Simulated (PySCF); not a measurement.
C5H12OSi: full NMR table

* Formula: C5H12OSi
* SMILES: C=CO[SiH2]C(C)C
* Point group of the computed structure: C1
* Degrees of unsaturation: 1
* Carbon signals: 4
* Proton signals: 6

Atoms are numbered as in `[CH2:1]=[CH:2][O:3][SiH2:4][CH:5]([CH3:6])[CH3:7]`; H(Xn) means a hydrogen on atom n. Ha(C1) is cis to O3; Hb(C1) is trans to O3.

Calculated, not measured (PySCF 2.14): GFN2-xTB geometry, σ from GIAO-PBE0/pcSseg-1. Single conformer, non-relativistic Hamiltonian, equivalent nuclei averaged, no solvent.

δ = σ(ref) − σ, references computed at the same level: 1H (31.72 ppm), 13C (186.93 ppm), 29Si (349.16 ppm) vs TMS; H2O for 17O (336.08 ppm).

```tsv
carbon	δC, type	δH (multiplicity)	HMBC from (2–3 bonds)	span of the C tensor (ppm)
C1	100.6, CH2	Hb(C1) 4.51 (m); Ha(C1) 4.87 (m)	H(C2)	180
C2	152.9, CH	6.56 (m)	Ha(C1), H(Si4), Hb(C1)	183
C5	17.8, CH	1.27 (m)	H(Si4), H(C6)/H(C7)	13
C6/C7	18.5, CH3	1.11 (m)	H(Si4), H(C5), H(C6)/H(C7)	32
```

Other nuclei:
```
 atoms  nucleus                           environment  δ (ppm)  σ (ppm)
H(Si4)       1H  hydrogen on a silicon bonded to C, O     4.75    26.96
   Si4     29Si           silicon bonded to C, O, 2 H    -13.1    362.3
    O3      17O                oxygen bonded to C, Si    106.3    229.8
```

- Carbon types of the structure: 2 × CH, 1 × CH2, 2 × CH3, leaving 2 H on heteroatoms.
- δC 152.9: alkene carbon bearing oxygen; an sp2 carbon further deshielded by the attached heteroatom.
- δC 100.6: β carbon of an enol-ether or enamine type C=C; the O or N lone pair pushes π density onto this β carbon and shields it.
- δC 18.5: methyl carbon; a saturated carbon with 1 carbon neighbour and no heteroatom attached.
- δH 6.56: hydrogen on an alkene carbon bearing oxygen; a vinylic proton, deshielded by the sp2 carbon and the C=C anisotropy.
- δH 4.87, 4.51: hydrogen on a β carbon of an enol-ether or enamine type C=C; lone-pair donation from O or N shields it, upfield of ordinary alkene protons.

Shifts are as computed. Against solution values, carbons near 30 ppm lie about +3 ppm off and those near 130 ppm about +5 ppm. Of 1211 compounds with measured shifts, 218 miss one by over three times the rms of a fit or turn the order of signals round; such compounds aren't used in these exercises. Experimental scales use liquid or dissolved standards, which lie at an offset from isolated H2O (liquid H2O: subtract about 36 ppm). Multiplicities follow the n + 1 count of equivalent neighbours, as no J values were calculated; m marks all less simple cases, F and P coupling included.
